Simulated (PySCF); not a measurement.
GeCl₂I₂, SMILES [Cl][Ge]([Cl])([I])[I].

Geometry: PBE-D3(BJ)/def2-SVP. The def2 effective core potentials stand for the cores of I; spin–orbit coupling is left out.

Method: PySCF with TDA-PBE/def2-SVPD.

Vertical excitations. Isolated molecule, no solvent. State labels are in the subgroup C2v.

List the lowest excited states. (An estimate is asked for; the answer gives what the named calculation found.)


```tsv
state	symmetry	energy (eV)	λ (nm)	f	main pairs
S1	B1	2.96	419	0.005	HOMO→LUMO 99 %
S2	A2	3.06	405	0.000	HOMO−1→LUMO 100 %
S3	B2	3.25	381	0.004	HOMO−2→LUMO 99 %
S4	A1	3.48	356	0.009	HOMO−3→LUMO 98 %
S5	B2	4.20	295	0.006	HOMO−5→LUMO 99 %
S6	B1	4.36	285	0.084	HOMO−4→LUMO 89 %
S7	A2	4.41	281	0.000	HOMO−6→LUMO 100 %
S8	A1	4.60	269	0.022	HOMO−7→LUMO 95 %
S9	A1	5.42	229	0.010	HOMO→LUMO+1 97 %
S10	A2	5.51	225	0.000	HOMO→LUMO+2 95 %
T1	B1	2.63	472	0	HOMO→LUMO 100 %
T2	A2	2.76	449	0	HOMO−1→LUMO 100 %
T3	B2	2.93	423	0	HOMO−2→LUMO 100 %
T4	A1	3.12	397	0	HOMO−3→LUMO 100 %
```
Triplets are in the Tamm–Dancoff approximation.
